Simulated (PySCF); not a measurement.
**Does the structure fit the spectrum?**

A compound C7H8F4 gives the data below (simulated from a calculation) and was assigned the structure `F[C@@H]1C=CCC[C@@H]1C(F)(F)F`.

13C{1H} NMR (computed): δ 175.7 (C), 139.1 (C), 135.4 (C), 131.1 (CH), 101.0 (CH2), 40.0 (CH2), 25.3 (CH3).

1H NMR (600 MHz, computed): δ 5.93 (m, 1H), 5.24 (m, 1H), 4.80 (m, 1H), 3.35 (m, 2H), 2.03 (s, 3H).

PySCF 2.14.0 with density-fitted response routines calculation with GFN2-xTB geometry and GIAO PBE0/pcSseg-1 shieldings; rapidly exchanging positions averaged, isolated molecule, no relativistic terms, one computed conformer.

Scale: TMS for 1H and 13C (reference shieldings calculated alike).

(1) Compare with the shifts computed for the proposed structure, pairing carbons in order of shift.

(2) Which isomer fits?

## Answers

(1) Numbering as in the mapped SMILES `[F:1][C@@H:2]1[CH:3]=[CH:4][CH2:5][CH2:6][C@@H:7]1[C:8]([F:9])([F:10])[F:11]` (H(Xn): hydrogen on atom n).

```csv
atom,computed for proposal,given list,difference
C4,144.3,175.7,-31.4
C8,136.0,139.1,-3.1
C3,132.2,135.4,-3.2
C2,83.3,131.1,-47.8
C7,48.3,101.0,-52.7
C5,29.9,40.0,-10.1
C6,20.1,25.3,-5.2
```

The rms difference is 29.8 ppm and the largest -52.7 ppm at C7 (sp3 CH in a ring). The carbon types in order of shift don't match either: CH, C, CH, CH, CH, CH2, CH2 for the proposal against C, C, C, CH, CH2, CH2, CH3 in the data. The proposal doesn't fit.

(2) SMILES FC(C/C=C(\C(=C)F)C)(F)F.

Carbon types of the structure: 3 × C, 1 × CH, 2 × CH2, 1 × CH3, which accounts for all hydrogens. δC 175.7, 139.1: fully substituted alkene carbon. δC 135.4: CF3 carbon; 3 electronegative neighbours deshield it. δC 131.1: alkene CH; an sp2 carbon of a C=C bond. δC 101.0: terminal =CH2 carbon; as expected for a trigonal carbon in a double bond.

Other isomers checked: F[C@@H]1[C@@H]2CC[C@@]1(C(F)(F)F)C2 (rms 58.1 ppm).

The shifts were computed for this structure.

Splittings by 19F in the carbon and heteronuclear signals aren't shown, as no couplings were computed. Shifts are as computed. Against solution values, carbons near 30 ppm lie about +3 ppm off and those near 130 ppm about +5 ppm. Of 1211 compounds with measured shifts, 218 miss one by over three times the rms of a fit or turn the order of signals round; such compounds aren't used in these exercises. No couplings were computed; multiplicities are counted from neighbouring protons, with m where these are inequivalent, close in shift, in a saturated or five-membered ring or joined by F or P, and br s for small geminal =CH2 splittings.
